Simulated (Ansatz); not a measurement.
Start from `N[SiH](O)[SiH2][SiH3]` and change one atom or group to get `N[SiH](O)Br`.

Ansatz, PBE0-D4/def2-TZVP geometries, multiplicity 1. Each molecule was computed in one conformer, which needn't be the lowest.

Scalar relativity is left out up to krypton. Spin–orbit coupling is left out; it splits and shifts lone-pair levels of the heavy atoms by tenths of an eV.

```tsv
property	`N[SiH](O)[SiH2][SiH3]`
size of the dipole moment (ωB97M-V/def2-TZVPP) / D	2.61
HOMO energy (PBE/def2-TZVPP) / eV	-5.97
HOMO–LUMO gap (ωB97M-V/def2-TZVPP) / eV	10.86
size of the dipole moment (B3LYP/def2-TZVPP) / D	2.62
LUMO energy (PBE/def2-TZVPP) / eV	-0.83
HOMO energy (PBE0/def2-TZVPP) / eV	-7.18
```

(1) Give the same properties after the change, and the shifts. (Best estimate.)

Answers

(1) Computed: 
| property | `N[SiH](O)Br` | shift |
| --- | --- | --- |
| size of the dipole moment (ωB97M-V/def2-TZVPP) / D | 2.62 | 0.01 |
| HOMO energy (PBE/def2-TZVPP) / eV | -6.52 | -0.55 |
| HOMO–LUMO gap (ωB97M-V/def2-TZVPP) / eV | 12.46 | 1.60 |
| size of the dipole moment (B3LYP/def2-TZVPP) / D | 2.59 | -0.03 |
| LUMO energy (PBE/def2-TZVPP) / eV | -0.19 | 0.64 |
| HOMO energy (PBE0/def2-TZVPP) / eV | -7.99 | -0.81 |

With PBE0 the HOMO falls by 0.81 eV and the LUMO rises by 0.68 eV, so the gap widens by about 1.49 eV. PBE moves the HOMO by -0.55 eV and ωB97M-V by -1.09 eV. Dipoles are sizes alone; their direction can turn.

B3LYP here is the variant with VWN-RPA as its local correlation; programs differ in this.
